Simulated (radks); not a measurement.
Problem. These are the eigenvalues of the occupied orbitals of an atom or ion with whole-number occupations (hartree). All-electron calculation, scalar-relativistic Kohn-Sham, LDA (Slater exchange, Perdew-Wang correlation), spin-polarised, spherical densities, point nucleus. Program: a radial shooting solver on a logarithmic mesh with Libxc functionals.

1s up: -88.09363
1s down: -88.08277
2s up: -7.74632
2s down: -7.73423
2p up: -5.75295
2p down: -5.73791
3s up: -0.66011
3s down: -0.59743
3p up: -0.28356
3p down: -0.22810

Which element is it, and in what charge state? The configuration may be excited. Open shells, if any, are filled with parallel spins first.

Solution. Z = 16, sulfur, charge 0: S in [Ne] 3s2 3p4. The list shows which subshells hold electrons but not how many an open one holds; the 1s level, -88.094 hartree, gives Z - s = 13.3 by -(Z - s)^2/2, which with screening and relativity narrows Z to a few neighbours, and the depths of the outer levels then fix element, charge and occupations together.
